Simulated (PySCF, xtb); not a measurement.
Hf(Cl)3(OH) (Cl3HHfO), SMILES [OH][Hf]([Cl])([Cl])[Cl], multiplicity 1. The values are those of a single conformer.

Harmonic wavenumbers (cm⁻¹) from GFN2-xTB (xtb 6.7.1) at its own minimum, in rising order: 23, 59, 60, 76, 98, 188, 279, 321, 322, 404, 538, 3576.

What does PySCF with B3LYP-D3(BJ)/def2-SVP give at its own minimum? (Estimate from the structure and the level; the computed values follow.)

95, 95, 100, 143, 143, 316, 317, 371, 384, 384, 741, 3962. Paired by order, the mean absolute difference is 96 cm⁻¹ and the zero-point energies are 8.5 and 10.1 kcal/mol.
